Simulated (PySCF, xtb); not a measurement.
BeFBr, SMILES [F][Be][Br].

xtb with GFN2-xTB at its own geometry gives an orbital gap of 6.48 eV and a dipole moment of 2.39 D.

Coordinates come from a PBE0-D3(BJ)/def2-TZVP optimisation.

**Question.** What does PBE0/def2-TZVPD run with PySCF give? (Estimate from the structure and the level; the computed values follow.)

**Answer.** gap 8.35 eV (levels -9.10 and -0.75 eV), dipole 0.34 D.
